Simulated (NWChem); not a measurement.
BiH2O2F; SMILES [OH][Bi]([OH])[F]

```xyz
6

Bi    -0.0019    -0.0523    -0.2746
F     -1.2706     1.2623     0.6347
O     -0.3214    -1.6520     0.9994
H     -0.0319    -1.4531     1.9004
O      1.6143     0.7774     0.7285
H      1.2787     1.4340     1.3560
```
Atoms are numbered in this order, from 1.

Program: NWChem. Medium grid unless said otherwise, to which SCAN and Minnesota functionals are sensitive. Coordinates come from a PBE0/def2-SVP optimisation. def2 effective core potentials on Bi; no spin-orbit coupling.

### Question
Predict the results for r2SCAN/def2-SVP. Quantities: highest occupied level (eV); orbital gap (eV); dipole (D).

### Answer
* **highest occupied level (eV)**: -6.96
* **orbital gap (eV)**: 5.31
* **dipole (D)**: 1.78
